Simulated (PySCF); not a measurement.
Structure problem from calculated spectra and properties.

Formula: C5H8N2P; charge +1.

* UV, first state: lowest singlet excitation: 4.08 eV (304 nm, f = 0.003) [TDDFT wB97X-D/def2-SVPD]
* NMR, other nuclei: isotropic shieldings of nuclei other than C and H, by class: -136 (1 N), 251 (1 N), 342 (1 P) ppm [GIAO PBE0/pcSseg-1]
* Polarisability: 87.2 au [wB97X-D/def2-SVPD]
* UV, strongest line: among the 8 lowest singlet transitions: S5 at 6.64 eV (187 nm, f = 0.204) [TDDFT wB97X-D/def2-SVPD]
* 13C NMR: chemical shifts (computed TMS as zero) by class: 160.7 (2 C), 128.8 (1 C), 127.1 (2 C) ppm [GIAO PBE0/pcSseg-1]
* 1H NMR: chemical shifts (computed TMS as zero) by class: 9.91 (2 H), 7.57 (2 H), 7.41 (2 H), 3.09 (2 H) ppm [GIAO PBE0/pcSseg-1]
* Triplet: lowest triplet excitation (Tamm–Dancoff): 3.47 eV [TDA wB97X-D/def2-SVPD]
* Rotational structure: rotational constants A, B, C: 4.522, 1.060, 0.897 GHz [GFN2-xTB]

Electronic properties: PySCF, gas phase, density fitting. Levels stand in brackets. One conformer (not necessarily the lowest) at the GFN2-xTB geometry, without solvent, vibrations or thermal averaging. NMR classes are plain means over equivalent atoms (diastereotopic ones count apart unless rotation or inversion swaps them), as if these changed places fast.

Task: Give a SMILES that accounts for the data.

Result: Numbering: `[NH2:1][PH2+:2][c:3]1[cH:4][cH:5][n:6][cH:7][cH:8]1`. 5 carbons fall into 3 classes; from least to most shielded: aromatic CH next to a ring nitrogen [C5/C7] (160.7 ppm, 2 C), substituted aromatic carbon [C3] (128.8 ppm), aromatic CH carbon [C4/C8] (127.1 ppm, 2 C). Hydrogen classes from least to most shielded: 2 H on 2 like atoms (aromatic CH next to a ring nitrogen), C5/C7 (9.91 ppm), 2 H on 2 aromatic CH carbons, C4/C8 (7.57 ppm), 2 H on a phosphorus bonded to C, N and 2 H, P2 (7.41 ppm), 2 H on a nitrogen bonded to P and 2 H, N1 (3.09 ppm, a mean of values up to 0.8 ppm apart in this geometry). The other shieldings belong to: -136 ppm, pyridine-type nitrogen [N6]; 251 ppm, nitrogen bonded to P and 2 H [N1]; 342 ppm, phosphorus bonded to C, N and 2 H [P2]. S1 is mainly HOMO→LUMO (weight 0.89); the largest Löwdin shares of the orbital it empties are 0.60 on the pyridine-type nitrogen, 0.10 on each of 2 atoms of one kind (aromatic CH next to a ring nitrogen) and 0.05 on an aromatic CH carbon, of the orbital it fills 0.19 on the phosphorus bonded to C, N and 2 H, 0.17 on the substituted aromatic carbon, 0.14 on the pyridine-type nitrogen and 0.11 on an aromatic CH carbon. The optimised geometry has point group C1 and is an asymmetric top. Structure: `N[PH2+]C1=CC=NC=C1`. Computed isomers that give other values at the same levels: `N[PH2+]c1cccnc1` (13C chemical shifts (computed TMS as zero) by class: 167.2 (1 C), 154.0 (1 C), 145.6 (1 C), 131.9 (1 C), 106.8 (1 C) ppm). The assignments are read from this structure; whether some other isomer fits the data as well wasn't checked.

The values belong to the conformer `[NH2:1][PH2+:2][c:3]1[cH:4][cH:5][n:6][cH:7][cH:8]1`: N1–P2–C3–C4 138°, H–N1–P2–C3 88°, H–N1–P2–C3 -56°.
